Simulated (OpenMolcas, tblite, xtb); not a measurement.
# CH6GeO (SMILES C[O][GeH3]): the vertical energy of the triplet above the singlet, rung by rung

CH6GeO has 9 atoms, charge 0, and is taken as a singlet. As SMILES, `C[O][GeH3]`. The shape is that of a PBE0-D4/def2-TZVP optimisation.

```xyz
9

C    -0.4616    0.9395   -0.8796
O    -0.6573   -0.3836   -0.4473
Ge    0.4095   -1.0044    0.8343
H    -1.1944    1.1526   -1.6615
H     0.5409    1.0945   -1.3015
H    -0.6077    1.6668   -0.0692
H     1.8702   -0.9390    0.3451
H    -0.0541   -2.4440    1.0703
H     0.2429   -0.1286    2.0922
```

Quantity: the vertical energy of the triplet above the singlet, in eV. The values are calculated.

```tsv
level	kind	program	value (eV)	less CCSD(T)/cc-pVDZ
GFN0-xTB	semi-empirical	xtb	6.65	0.00
IPEA1-xTB	semi-empirical	tblite	5.83	-0.82
HF/cc-pVDZ	Hartree–Fock	OpenMolcas	6.27	-0.38
SVWN5/cc-pVDZ	LDA	OpenMolcas	5.79	-0.86
revPBE/cc-pVDZ	GGA	OpenMolcas	5.91	-0.74
M06-L/cc-pVDZ	meta-GGA	OpenMolcas	6.32	-0.33
BHLYP/cc-pVDZ	global hybrid	OpenMolcas	6.45	-0.20
M06-2X/cc-pVDZ	hybrid meta-GGA	OpenMolcas	6.58	-0.07
CCSD(T)/cc-pVDZ, open shells restricted	coupled cluster or CI	OpenMolcas	6.65	0.00
```

Differences are taken from CCSD(T)/cc-pVDZ, open shells restricted for orientation; it has basis-set and higher-order errors of its own. All-electron rows without a relativistic Hamiltonian named are non-relativistic. The values span 5.79 to 6.65 eV. The xTB rows lack spin polarisation, so open shells miss the exchange term that lowers them. A triplet this far above the singlet is often a Rydberg-like or dissociative state; sets without diffuse functions put Rydberg states too high. In the correlated wave-function rows the outer d shell of Ge is correlated, in sets not made for it.
